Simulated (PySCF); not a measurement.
Compound: C4H9P2Si (doublet state).
Structure used (GFN2-xTB), in Å, numbered top down from 1:
```xyz
16
C4H9P2Si angstrom
C      2.4034   -0.5563    1.6547
C      1.9866   -0.6362    0.4391
C      1.5626   -0.7296   -0.8239
C      0.3662   -0.1983   -1.3020
Si    -0.8686    0.6936   -0.2353
P     -1.7872   -0.6127    1.3796
P     -2.5069    1.3666   -1.6300
H      3.0195    0.2621    2.0010
H      2.1665   -1.3018    2.4015
H      2.2078   -1.2616   -1.5170
H      0.1348   -0.3734   -2.3442
H     -0.2545    1.7948    0.5335
H     -0.7152   -1.4811    1.4328
H     -2.4859   -1.4284    0.5060
H     -1.9342    2.5956   -1.8850
H     -3.3025    1.8757   -0.6220
```

The hyperfine couplings belong to this conformer and change with its torsions.

The species is `C=[C]/C=C\[SiH](P)P` [radical].

Method used: PySCF 2.14.0, UKS B3LYP, pcH-1 on C H P Si, non-relativistic, mean-field spin-orbit, GIAO. One conformer (not necessarily the lowest) at the GFN2-xTB geometry, without solvent, vibrations or thermal averaging. The geometry wasn't refined by DFT: couplings that depend on bond lengths, twists or pyramidal angles can differ widely from those at the functional's own minimum. Stability of the SCF solution: not tested.

**Question.** Match the computed a_iso(13C) values +59.7, -45.4, +43.8, -35.7 MHz with the sites C1; C2; C3; C4.

**Answer.** 
```csv
site,a_iso (MHz),ρ(0) (bohr⁻³),position,distance from C4 (Å),spin population,largest |T| (MHz)
C1,-35.7,-0.0318,1 bond from C2,3.61,-0.10,8.8
C2,+43.8,+0.0390,a main spin site,2.42,+0.54,83.0
C3,-45.4,-0.0404,1 bond from C2,1.39,-0.23,24.3
C4,+59.7,+0.0531,largest spin population,0.00,+0.70,103.0
```

ρ(0) is the spin density at the nucleus and T the dipolar tensor; a_iso includes a spin–orbit part; entries for several nuclei are means. The largest Mulliken spin populations are on C4 (+0.70), C2 (+0.54), C3 (-0.23) and C1 (-0.10). The positive populations add up to 1.39 and the negative ones to -0.39, together 2S = 1. The angles at C4 add up to 359.9°, so it is planar; its axial dipolar tensor and the negative coupling of its proton fit spin in a p orbital normal to that plane. Main spin sites, with 60 % or more of the largest population: C2, C4; positions count bonds from the nearest.

Examples of negative spin density at the nucleus (bohr⁻³): C3 (-0.0404), Si5 (-0.0391) and C1 (-0.0318).

Class means assume fast exchange of nuclei equivalent by connectivity; if that motion is slow, each nucleus keeps its own coupling. H8 and H9 aren't averaged: C1 is flat or nearly so (angle sum 360°), and its turn about the short C1–C2 bond (1.29 Å) is taken as slow.

The SMILES `C=[C]/C=C\[SiH](P)P` draws the unpaired electron on C2, whose computed spin population is only +0.54.
